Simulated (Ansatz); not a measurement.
Ansatz (a quantum-chemistry and plane-wave program) input (r2SCAN/def2-TZVPD):

Ansatz 0.2 input:
```yaml
crystal:
  periodic: [false, false, false]
  atoms:
    - {symbol: Si, position_ang: [-0.03183524, -0.08576984, 0.42587080]}
    - {symbol: N, position_ang: [-0.54650029, 1.48605803, -0.56836358]}
    - {symbol: N, position_ang: [-0.94065077, -1.25998387, -0.36753196]}
    - {symbol: N, position_ang: [1.61942245, -0.26880219, 0.22737384]}
    - {symbol: H, position_ang: [-0.37883945, 0.38700818, 1.77075638]}
    - {symbol: H, position_ang: [-1.53144596, 1.73470467, -0.45737828]}
    - {symbol: H, position_ang: [-0.38360213, 1.33974097, -1.56652501]}
    - {symbol: H, position_ang: [-0.57029230, -2.19343780, -0.47590344]}
    - {symbol: H, position_ang: [-1.94945304, -1.26863992, -0.40024728]}
    - {symbol: H, position_ang: [2.27748901, -0.06002696, 0.96266867]}
    - {symbol: H, position_ang: [2.05319384, -0.73842328, -0.55283769]}
    - {symbol: H, position_ang: [0.00274361, 2.29894816, -0.28307272]}
basis:
  gaussian:
    orbitals: def2-TZVPD
hamiltonian:
  xc: {name: r2SCAN}
total_charge: 1
output: {forces: true}
```

Output:

```
Functional definition: r2SCAN
integrals: 0.15 GiB planned
1220 factors; their error is unknown
0.34 GiB of the device are held for the grids
1.18 GiB of device memory are held for the factors and their scratch space
mean field: 1.07 GiB planned
mean field evaluation 1: about -12444.5053 eV, gradient 1.3e2 eV
mean field evaluation 2: about -12395.7536 eV, gradient 1.8e2 eV
mean field evaluation 4: about -12473.0405 eV, gradient 1.5e1 eV
mean field evaluation 8: about -12473.4785 eV, gradient 2.5e-1 eV
mean field evaluation 16: about -12473.4542 eV, gradient 8.2e-4 eV
mean field -12473.45422340 eV, -458.3909878990 hartree, gradient 5.5e-5 eV, S^2 0.000000; 0 other end points of the search recorded, 0 dependent functions left out
the calculation of the forces begins
reference -12473.45423880 eV, -458.3909884650 hartree; 21, 21 occupied and 205, 205 virtual orbitals, 1220 factors
Total energy: -12473.45423880 eV, -458.3909884650 hartree
Atom 0 at    -0.031835    -0.085770     0.425871 Å, force     0.023402    -0.008836    -0.164222 eV/Å
Atom 1 at    -0.546500     1.486058    -0.568364 Å, force     0.019409    -0.093417     0.066212 eV/Å
Atom 2 at    -0.940651    -1.259984    -0.367532 Å, force     0.071877     0.096339     0.003221 eV/Å
Atom 3 at     1.619422    -0.268802     0.227374 Å, force    -0.102534     0.012224     0.011956 eV/Å
Atom 4 at    -0.378839     0.387008     1.770756 Å, force    -0.014499     0.032943     0.083515 eV/Å
Atom 5 at    -1.531446     1.734705    -0.457378 Å, force    -0.002350     0.008553    -0.006581 eV/Å
Atom 6 at    -0.383602     1.339741    -1.566525 Å, force    -0.001267     0.007110    -0.007129 eV/Å
Atom 7 at    -0.570292    -2.193438    -0.475903 Å, force    -0.007744    -0.025738     0.013514 eV/Å
Atom 8 at    -1.949453    -1.268640    -0.400247 Å, force    -0.020129    -0.018559     0.004496 eV/Å
Atom 9 at     2.277489    -0.060027     0.962669 Å, force     0.018020    -0.004009     0.004764 eV/Å
Atom 10 at     2.053194    -0.738423    -0.552838 Å, force     0.020322    -0.012383    -0.007404 eV/Å
Atom 11 at     0.002744     2.298948    -0.283073 Å, force    -0.004508     0.005773    -0.002341 eV/Å
Dipole moment:    -0.219588     0.582731    -0.316540 e Å
```

It need not be the lowest isomer of its formula.
